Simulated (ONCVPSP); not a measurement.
# Al: variants of one ONCV potential

Base potential:

aluminium (Al), optimised norm-conserving Vanderbilt (ONCV), made with ONCVPSP 4.0.1 (PBE, scalar-relativistic). Core [He], reference 2s2 2p6 3s2 3p1. Waves: 2s+3s: rc 1.00 bohr, ncon 4, nbas 7, qcut 15.2 1/bohr, 2 projectors; 2p+3p: rc 1.15 bohr, ncon 3, nbas 6, qcut 12.7 1/bohr, 2 projectors. Local part: polynomial inside 0.75 bohr (lpopt 1, dvloc0 0 Ha). Core correction: none.

Cutoffs, loose and tight: the cutoffs (Ha) at which the residual kinetic energy of the hardest occupied pseudo-wave falls to 1 and 0.1 mHa per electron. They do not see the model core or the augmentation charge, which bear on the density cutoff. Test errors are all-electron minus pseudo excitation energies from the reference, over the configurations 2s2 2p6 3s2 3p0; 2s2 2p6 3s1 3p0; 2s2 2p6 3s0 3p0; 2s2 2p6 3s2 3p0.5. A dash means not determined; rows that change the core or the reference have their own tests. The largest error is taken over the tests solved by every variant that gives reliable tests at all: 2s2 2p6 3s1 3p0; 2s2 2p6 3s2 3p0; 2s2 2p6 3s2 3p0.5.

| change | outcome | cutoff, loose | cutoff, tight | bound ghosts | GHOST(+) flags above zero | largest test error (meV) |
| --- | --- | --- | --- | --- | --- | --- |
| base | generated | 61 Ha | 72 Ha | none | none | -0.4 |
| p: rc 0.96 | generated | 69 Ha | 78 Ha | none | none | +0.3 |
| p: rc 1.08 | generated | 63 Ha | 72 Ha | none | none | -0.3 |
| p: rc 1.16 | generated | 61 Ha | 72 Ha | none | none | -0.4 |
| p: rc 1.28 | generated | 55 Ha | 72 Ha | none | none | -0.8 |
| p: rc 1.38 | generated | 55 Ha | 72 Ha | none | none | -1.6 |
| p: rc 1.56 | generated | 55 Ha | 72 Ha | none | none | -5.7 |
| p: rc 1.62 | generated | 55 Ha | 72 Ha | none | none | -8.0 |

**Question.** What comes out with this change to the base: p: rc 0.82?

**Answer.** outcome: generated; cutoff, loose: 81 Ha; cutoff, tight: 190 Ha; bound ghosts: none; GHOST(+) flags above zero: none; largest test error (meV): +0.3.

Reading the sweep of the p radius (base included, trends over the rows without a ghost): The loose cutoff falls from 81 Ha at 0.82 to 55 Ha at 1.62 bohr. A larger radius leaves more room for a smooth pseudo-wave, so fewer plane waves are needed; a smaller one forces it to follow the all-electron wave where it bends sharply.
